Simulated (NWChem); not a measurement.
System: C$_{3}$H$_{5}$BO$_{2}$; SMILES B1(C=CCO1)O

Input file for NWChem:

```
start job
memory heap 200 mb stack 700 mb global 900 mb
geometry units angstroms noautosym nocenter noautoz
  O      0.130504    -2.143249     0.000000
  B      0.094909    -0.781563     0.000000
  C      1.280946     0.225200     0.000000
  C      0.700266     1.437144     0.000000
  C     -0.802735     1.322156     0.000000
  O     -1.096895    -0.076032     0.000000
  H     -0.765503    -2.513416     0.000000
  H      2.353952     0.065335     0.000000
  H      1.189526     2.409260     0.000000
  H     -1.258890     1.786663     0.885543
  H     -1.258890     1.786663    -0.885543
end
basis spherical
  O library 6-31g*
  B library 6-31g*
  C library 6-31g*
  H library 6-31g*
end
dft
  xc hfexch
  iterations 150
  mulliken
end
task dft energy
esp
  recalculate
  probe 0.07
  range 0.3
  factor 1.0
  spacing 0.02
end
task esp
```

Output (shortened):

```
             Northwest Computational Chemistry Package (NWChem) 7.3.0
             --------------------------------------------------------

                             Geometry "geometry" -> ""
                             -------------------------

 Output coordinates in angstroms (scale by  1.889725989 to convert to a.u.)

  No.       Tag          Charge          X              Y              Z
 ---- ---------------- ---------- -------------- -------------- --------------
    1 O                    8.0000     0.13050400    -2.14324900     0.00000000
    2 B                    5.0000     0.09490900    -0.78156300     0.00000000
    3 C                    6.0000     1.28094600     0.22520000     0.00000000
    4 C                    6.0000     0.70026600     1.43714400     0.00000000
    5 C                    6.0000    -0.80273500     1.32215600     0.00000000
    6 O                    8.0000    -1.09689500    -0.07603200     0.00000000
    7 H                    1.0000    -0.76550300    -2.51341600     0.00000000
    8 H                    1.0000     2.35395200     0.06533500     0.00000000
    9 H                    1.0000     1.18952600     2.40926000     0.00000000
   10 H                    1.0000    -1.25889000     1.78666300     0.88554300
   11 H                    1.0000    -1.25889000     1.78666300    -0.88554300

 Effective nuclear repulsion energy (a.u.)     214.6520762104

  xc_inp: hfexch multiplicative factor not found.

                                 NWChem DFT Module
                                 -----------------

 Summary of "ao basis" -> "ao basis" (spherical)
 ------------------------------------------------------------------------------
       Tag                 Description            Shells   Functions and Types
 ---------------- ------------------------------  ------  ---------------------
 O                           6-31g*                  6       14   3s2p1d
 B                           6-31g*                  6       14   3s2p1d
 C                           6-31g*                  6       14   3s2p1d
 H                           6-31g*                  2        2   2s

            General Information
            -------------------
          SCF calculation type: DFT
          Wavefunction type:  closed shell.
          No. of atoms     :    11
          No. of electrons :    44
           Alpha electrons :    22
            Beta electrons :    22
          Charge           :     0
          Spin multiplicity:     1
          Use of symmetry is: off; symmetry adaption is: off
          Maximum number of iterations: 150
          AO basis - number of functions:    94
                     number of shells:    46
          Convergence on energy requested:  1.00D-06
          Convergence on density requested:  1.00D-05
          Convergence on gradient requested:  5.00D-04

              XC Information
              --------------
                     Hartree-Fock (Exact) Exchange  1.000

      Superposition of Atomic Density Guess
      -------------------------------------

 Sum of atomic energies:        -289.50671810

      Non-variational initial energy
      ------------------------------

 Total energy =    -292.840705
 1-e energy   =    -818.757675
 2-e energy   =     311.264894
 HOMO         =      -0.311184
 LUMO         =       0.000643

     ---------------------------------------------
      Total Density - Mulliken Population Analysis
     ---------------------------------------------

[...]

                     NWChem Electrostatic Potential Fit Module
                     -----------------------------------------

 Atom parameters

 Number of atoms is                                   11
 Number of basis functions is                         94

 Grid parameters

 Maximum number of grid points is                  41473
 Number of grid points is                          41472
 Grid range                                     0.300000 nm
 Grid spacing                                   0.020000 nm
 Probe radius                                   0.070000 nm
 Atom radius factor                             1.000000

 Atomic radii

    1    0.100000
    5    0.158000
    6    0.147000
    8    0.136000
 FASTESP  F
  using M.O. file = ./job.movecs

    Atom              Coordinates                           Charge

                                                  ESP

    1 O     0.013050   -0.214325    0.000000   -0.785821
    2 B     0.009491   -0.078156    0.000000    0.878552
    3 C     0.128095    0.022520    0.000000   -0.403591
    4 C     0.070027    0.143714    0.000000   -0.207581
    5 C    -0.080274    0.132216    0.000000    0.453142
    6 O    -0.109690   -0.007603    0.000000   -0.647995
    7 H    -0.076550   -0.251342    0.000000    0.451779
    8 H     0.235395    0.006534    0.000000    0.165574
    9 H     0.118953    0.240926    0.000000    0.130997
   10 H    -0.125889    0.178666    0.088554   -0.017952
   11 H    -0.125889    0.178666   -0.088554   -0.017104
                                            ------------
                                                0.000000

 Dipole moment                                  0.747473

 Quadrupole moment Qxx                         -3.719227
                   Qyy                          8.287743
                   Qzz                         -4.568517

 RMS deviation kJ/mol                           0.052562

 RRMS %                                        25.315637
```

Level: Hartree-Fock/6-31G* (spherical d). All runs use the structure optimised with B3LYP/6-31G* (spherical d).
